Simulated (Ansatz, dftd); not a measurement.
System: CH5GaO, charge 0, singlet. CH5GaO (SMILES C[O][GaH2]).
B3LYP-D3(BJ)/def2-TZVP minimum from Ansatz (a quantum-chemistry and plane-wave program):
```
O
C 1 1.4127
H 2 1.0944 1 109.74
H 2 1.0944 3 108.07 1 -119.64
H 2 1.0973 3 108.09 4 -116.76
Ga 1 1.7920 2 124.52 3 120.69
H 6 1.5554 1 113.56 2 -180.00
H 6 1.5656 7 130.54 1 180.00
```

Property: atomisation energy (electronic, to ground-state atoms), in kcal/mol. UHF or UKS for unpaired electrons; spin-orbit terms are left out. Cores are frozen in correlated methods (noble-gas shells, and filled d and f shells in the p block). No relativity. CBS(X,Y): correlation extrapolated as X^-3, Hartree-Fock from the larger set. A bracket is a step between two methods taken in the basis named. For partners of very few electrons the exact lower level stands in for a higher one.

```json
[
 {"level": "HF/cc-pVTZ", "program": "Ansatz", "atomisation energy (kcal/mol)": "442.3", "difference against the last row": "-172.5"},
 {"level": "PBE-D3(BJ)/def2-TZVPD", "program": "Ansatz + dftd3", "atomisation energy (kcal/mol)": "618.3", "difference against the last row": "3.5"},
 {"level": "r2SCAN-D3(BJ)/def2-TZVPD", "program": "Ansatz + dftd3", "atomisation energy (kcal/mol)": "615.0", "difference against the last row": "0.2"},
 {"level": "r2SCAN/def2-TZVPD", "program": "Ansatz", "atomisation energy (kcal/mol)": "614.4", "difference against the last row": "-0.4"},
 {"level": "B3LYP-D3(BJ)/def2-TZVPD", "program": "Ansatz + dftd3", "atomisation energy (kcal/mol)": "610.5", "difference against the last row": "-4.3"},
 {"level": "B3LYP-D4/def2-TZVPD", "program": "Ansatz + dftd4", "atomisation energy (kcal/mol)": "610.6", "difference against the last row": "-4.2"},
 {"level": "r2SCANh/def2-TZVPD", "program": "Ansatz", "atomisation energy (kcal/mol)": "610.1", "difference against the last row": "-4.7"},
 {"level": "CAM-B3LYP-D3(BJ)/def2-TZVPD", "program": "Ansatz + dftd3", "atomisation energy (kcal/mol)": "615.7", "difference against the last row": "0.9"},
 {"level": "wB97X-V/def2-TZVPD", "program": "Ansatz", "atomisation energy (kcal/mol)": "615.8", "difference against the last row": "1.0"},
 {"level": "CCSD/cc-pVQZ", "program": "Ansatz", "atomisation energy (kcal/mol)": "599.9", "difference against the last row": "-14.9"},
 {"level": "CCSD(T)/cc-pVTZ", "program": "Ansatz", "atomisation energy (kcal/mol)": "599.2", "difference against the last row": "-15.6"},
 {"level": "CCSDT(Q)/cc-pVDZ", "program": "Ansatz", "atomisation energy (kcal/mol)": "566.5", "difference against the last row": "-48.3"},
 {"level": "CCSD(T)/CBS(cc-pVTZ,cc-pVQZ) + [CCSDT(Q) - CCSD(T)]/cc-pVDZ", "program": "Ansatz", "atomisation energy (kcal/mol)": "614.8", "difference against the last row": "0.0"}
]
```
